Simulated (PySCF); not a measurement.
C₄H₂N₂. Atoms are numbered in the order given.

```xyz
8

C     -0.1344    -2.9693     0.0000
C      0.0918    -1.7775     0.0000
C      0.4340    -0.3987     0.0000
N     -0.4662     0.5172     0.0000
C     -0.1236     1.8001     0.0000
N      0.0712     2.9481     0.0000
H     -0.3536    -4.0226     0.0000
H      1.5123    -0.1626     0.0000
```

Coordinates come from a PBE0-D3(BJ)/def2-SVP optimisation. The structure was generated by enumeration; whether it is a known compound was not checked.

All values below come from PBE/pcSseg-1 (PySCF).

GIAO shieldings, no solvent; atoms alike by connectivity are averaged. δ = σ(ref) − σ: ¹³C against TMS (σ = 182.0 ppm); ¹⁵N against NH3 (σ = 267.0 ppm); ¹H against TMS (σ = 31.49 ppm), references at their B3LYP-D3(BJ)/def2-TZVP geometries, non-relativistic.

```csv
atoms,nucleus,count,δ (ppm)
C3,¹³C,1,166.1
C5,¹³C,1,123.5
C1,¹³C,1,___
C2,¹³C,1,___
N4,¹⁵N,1,364.8
N6,¹⁵N,1,341.5
H8,¹H,1,___
H7,¹H,1,___
```

Task: What belongs in the gaps? (The exact figures need the calculation; the answer reports its results.)

Result: 
- C1, δ (ppm): 107.4
- H7, δ (ppm): 4.44
- H8, δ (ppm): 8.29
- C2, δ (ppm): 90.3
